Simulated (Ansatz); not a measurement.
Calculated with Ansatz (gas phase, PBE0-D4/def2-TZVP geometries, no zero-point term in ΔE). CBS: MP2 limit from def2 TZ/QZ plus the TZ coupled-cluster correction, frozen cores. This one scheme is used for every species. Functionals use def2-TZVPP. Each species was taken in one conformer, which may not be the lowest.

Consider the silylene formation by 1,1-elimination: `O[Si](F)([SiH3])S` → `O[Si]F` + `[SiH3]S`.

CCSD(T)/CBS gives +1.48 eV.

Problem. Another level gave +1.40 eV. Which?
A. MP2/def2-TZVPP
B. ωB97X-V/def2-TZVPP
C. SCS-MP2/def2-TZVPP
D. PBE0-D4/def2-TZVPP

Solution. C. SCS-MP2/def2-TZVPP 1.40, MP2/def2-TZVPP 1.51, PBE0-D4 1.65, ωB97X-V 1.56 eV.

Largest T1 diagnostic among the species: 0.015.

From PBE to PBE0 (25 % exact exchange), in def2-TZVPP and without D4, ΔE moves by +0.13 eV. In def2-TZVPP, CCSD(T) changes the Hartree–Fock value by +0.10 eV (the triples alone add +0.03 eV) and MP2 by +0.19 eV.
